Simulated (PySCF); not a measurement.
CH₃ClGa, doublet, at a GFN2-xTB geometry (such geometries of metal compounds can be far from the true shape) (the spin is typed, not shown lowest); PySCF with PBE0/3-21G.

PySCF was given this input:
```python
from pyscf import gto, scf, dft

mol = gto.M(
    atom='''
Ga    0.501768    0.313517    0.109440
C    -0.421486    1.586176   -1.419512
H    -1.349949    1.963541   -0.994626
H    -0.632999    0.938123   -2.268130
H     0.230507    2.404827   -1.710429
Cl   -0.663144   -1.443681    0.593977
''',
    basis='3-21g',
    charge=0,
    spin=1,
    verbose=3,
)

mf = dft.UKS(mol)
mf.xc = 'pbe0'
mf.kernel()
mf.analyze()
```

What the program printed (banner, timings and long lists left out):

```
converged SCF energy = -2412.6518042398  <S^2> = 0.75593887  2S+1 = 2.0059301
**** MO energy ****
                             alpha | beta                alpha | beta
MO #1   energy= -370.4659959405    | -370.465147880636  occ= 1 | 1
MO #2   energy= -100.968572839931  | -100.967798612821  occ= 1 | 1
MO #3   energy= -45.8058791794699  | -45.8049975615979  occ= 1 | 1
MO #4   energy= -40.4312354652702  | -40.4307224147405  occ= 1 | 1
MO #5   energy= -40.430765641385   | -40.4300682342205  occ= 1 | 1
MO #6   energy= -40.4304618183671  | -40.4290699186925  occ= 1 | 1
MO #7   energy= -10.1846736150676  | -10.1791032872246  occ= 1 | 1
MO #8   energy= -9.43654369749322  | -9.43575433946828  occ= 1 | 1
MO #9   energy= -7.17703308108662  | -7.17512853161752  occ= 1 | 1
MO #10  energy= -7.17117131398769  | -7.17081515463024  occ= 1 | 1
MO #11  energy= -7.1706952513983   | -7.16957810423759  occ= 1 | 1
MO #12  energy= -5.49026591119319  | -5.48791423974176  occ= 1 | 1
MO #13  energy= -3.73953192930037  | -3.73755161409021  occ= 1 | 1
MO #14  energy= -3.73741451834866  | -3.73560679157791  occ= 1 | 1
MO #15  energy= -3.73385343679188  | -3.7312846896158   occ= 1 | 1
MO #16  energy= -0.830936094590203 | -0.826241563494693 occ= 1 | 1
MO #17  energy= -0.742099970083838 | -0.735562320559638 occ= 1 | 1
MO #18  energy= -0.731067649857212 | -0.729156550745675 occ= 1 | 1
MO #19  energy= -0.729856012785056 | -0.727088880525247 occ= 1 | 1
MO #20  energy= -0.727977497974969 | -0.72546206337139  occ= 1 | 1
MO #21  energy= -0.725876319190147 | -0.723041114192313 occ= 1 | 1
MO #22  energy= -0.707887976070926 | -0.697619248723893 occ= 1 | 1
MO #23  energy= -0.438095724898395 | -0.429150383575037 occ= 1 | 1
MO #24  energy= -0.429809380569782 | -0.42511661311367  occ= 1 | 1
MO #25  energy= -0.426691651987015 | -0.415160596280189 occ= 1 | 1
MO #26  energy= -0.340772342648391 | -0.329356112275762 occ= 1 | 1
MO #27  energy= -0.330879673666329 | -0.327833330072805 occ= 1 | 1
MO #28  energy= -0.32145090522408  | -0.302546507652728 occ= 1 | 1
MO #29  energy= -0.217970738853246 | -0.110598202613573 occ= 1 | 0
MO #30  energy= -0.0597626230291419 | -0.042186533218791 occ= 0 | 0
MO #31  energy= 0.0277438433750128 | 0.0400443801219321 occ= 0 | 0
MO #32  energy= 0.0443828523548466 | 0.0638953512282121 occ= 0 | 0
MO #33  energy= 0.119497271883659  | 0.132876702010651  occ= 0 | 0
MO #34  energy= 0.165847669594844  | 0.172168877742283  occ= 0 | 0
MO #35  energy= 0.169598675983498  | 0.177551469243995  occ= 0 | 0
MO #36  energy= 0.198095202708182  | 0.217467550998459  occ= 0 | 0
MO #37  energy= 0.217842315658513  | 0.226432378745317  occ= 0 | 0

To work with the spin densities directly, `use mulliken_meta_spin()` only printing them here.

 ** Mulliken spin pop alpha/beta on meta-lowdin orthogonal AOs **
 ** Mulliken Spin Density (per atom)  **
spin density of  0 Ga =      0.63675
spin density of  1 C =      0.29801
spin density of  2 H =     -0.00142
spin density of  3 H =     -0.00004
spin density of  4 H =     -0.00895
spin density of  5 Cl =      0.07564
 ** Mulliken pop alpha/beta on meta-lowdin orthogonal AOs **
 ** Mulliken atomic charges   ( Nelec_alpha | Nelec_beta ) **
charge of  0Ga =      0.40437  (    15.61619     14.97944 )
charge of  1C =     -0.47305  (     3.38553      3.08752 )
charge of  2H =      0.12400  (     0.43729      0.43871 )
charge of  3H =      0.12433  (     0.43781      0.43785 )
charge of  4H =      0.12153  (     0.43476      0.44371 )
charge of  5Cl =     -0.30119  (     8.68841      8.61277 )
Dipole moment(X, Y, Z, Debye):  1.18347,  2.63611, -1.10067
```
